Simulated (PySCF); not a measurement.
Cl2FH3OSi2.

```xyz
9

F      1.4747    -0.5906     1.3777
Si     0.5040     0.0802     0.2697
Cl     0.9003    -0.8059    -1.5419
Cl     0.9209     2.0802     0.1929
O     -1.0546    -0.1647     0.6975
Si    -2.4499    -0.9136     0.0974
H     -2.2164    -2.3904    -0.0336
H     -2.7984    -0.3301    -1.2411
H     -3.5393    -0.6415     1.0873
```
Charge 0, spin multiplicity 1.

Coordinates come from a PBE-D3(BJ)/def2-SVP optimisation. This is a generated structure with no PubChem entry under its InChIKey; it may be hypothetical. The values are those of a single conformer.

Calculation: B3LYP/pcSseg-1 in PySCF. Non-relativistic, no solvent.

Computed absolute GIAO shielding of each atom: isotropic value and principal components (ppm):
```json
[
 {"atom": "F1", "σ(iso)": "270.7", "σ11": "224.7", "σ22": "225.8", "σ33": "361.5", "span": "136.8"},
 {"atom": "Si2", "σ(iso)": "381.0", "σ11": "365.3", "σ22": "382.7", "σ33": "394.9", "span": "29.6"},
 {"atom": "Cl3", "σ(iso)": "833.0", "σ11": "719.0", "σ22": "742.1", "σ33": "1038.0", "span": "319.1"},
 {"atom": "Cl4", "σ(iso)": "830.9", "σ11": "719.9", "σ22": "732.8", "σ33": "1039.9", "span": "320.0"},
 {"atom": "O5", "σ(iso)": "252.6", "σ11": "206.4", "σ22": "247.2", "σ33": "304.2", "span": "97.9"},
 {"atom": "Si6", "σ(iso)": "371.9", "σ11": "333.3", "σ22": "342.3", "σ33": "440.3", "span": "107.0"},
 {"atom": "H7", "σ(iso)": "26.3", "σ11": "22.8", "σ22": "24.9", "σ33": "31.1", "span": "8.4"},
 {"atom": "H8", "σ(iso)": "26.3", "σ11": "22.8", "σ22": "25.1", "σ33": "30.9", "span": "8.1"},
 {"atom": "H9", "σ(iso)": "26.4", "σ11": "23.0", "σ22": "24.5", "σ33": "31.7", "span": "8.7"}
]
```
